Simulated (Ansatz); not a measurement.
Energy needed to pull apart SnH2O2 (SMILES [OH][Sn][OH]), closed shell, into free ground-state atoms, from the structure below (displaced at random from its PBE0-D4/def2-TZVP minimum); no zero-point or spin–orbit terms; open-shell atoms are treated unrestricted, in their ground-state multiplicity.

O1  (-1.027, 0.180, -0.530)
Sn2  (-0.137, -0.970, 0.814)
O3  (1.580, -0.030, 0.644)
H4  (-1.827, -0.023, -0.943)
H5  (1.390, 0.800, -0.055)
(Å)

Computed with Ansatz 0.2.0 (basis: def2-TZVPP); correlated methods freeze the cores. Filled d shells of the heavier atoms are correlated. Core potentials replace the inner electrons of the atoms past krypton. The def2 sets are not built for correlating such inner shells, so the correlated values are less sure here.

```json
{"method": "PBE-D4", "atomization energy (eV)": "17.71"}
{"method": "r2SCAN-D4", "atomization energy (eV)": "17.15"}
{"method": "PBE0-D4", "atomization energy (eV)": "16.75"}
{"method": "wB97M-V", "atomization energy (eV)": "?"}
{"method": "HF", "atomization energy (eV)": "10.21"}
{"method": "MP2", "atomization energy (eV)": "17.22"}
{"method": "CCSD", "atomization energy (eV)": "?"}
{"method": "CCSD(T)", "atomization energy (eV)": "16.61"}
```

(1) What does wB97M-V give? (Judge from chemistry; the value comes from the calculation.)

(2) What does CCSD give? (Judge from chemistry; the value comes from the calculation.)

No T1 diagnostic of these runs exceeds 0.019.

Results:

(1) The calculation gives: 17.10 eV, which is about 0.49 eV more than CCSD(T)/def2-TZVPP.

(2) By the calculation: 16.15 eV, which is about 0.46 eV less than CCSD(T)/def2-TZVPP.

In triple zeta the MP2 and coupled-cluster atomization energies are still short of their basis limit by a few kcal/mol a bond, whereas those of the functionals are nearly converged, so these differences are not deviations from converged CCSD(T).

For scale, one of the runs: CCSD(T)/def2-TZVPP forces, 140 basis functions (an equivalent command: `ansatz run in.yaml --threads 2`). Hardware: 2 CPU threads, shared host. Wall time 2.8 min; peak host memory 1.6 GiB.
